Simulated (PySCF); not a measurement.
CH2I, SMILES [CH2]I, multiplicity 2.

Geometry optimised at PBE-D3(BJ)/def2-TZVP. The isomer is the one that the SMILES or the coordinates give; other isomers of the formula were not compared. The def2 effective core potentials stand for the cores of I; spin–orbit coupling is left out.

Calculation: ωB97X/def2-TZVPD (PySCF).

Isolated molecule, no solvent.

The total energy is -336.99777 hartree, the point group is C2v and the α spin, highest occupied and lowest empty level is -8.46 and 0.96 eV. The β spin, highest occupied and lowest empty level is -9.85 and -0.09 eV, the dipole moment comes out as 0.75 D and the quadrupole, principal values (traceless, Buckingham form, about the centre of nuclear charge) is -3.83, -0.79, 4.62 D·Å. The mean static polarisability comes out as 48.4 bohr³ (7.17 Å³) and the polarisability, principal values comes out as 41.7, 43.0, 60.5 bohr³. The ⟨S²⟩ comes out as 0.759 (pure state 0.75).
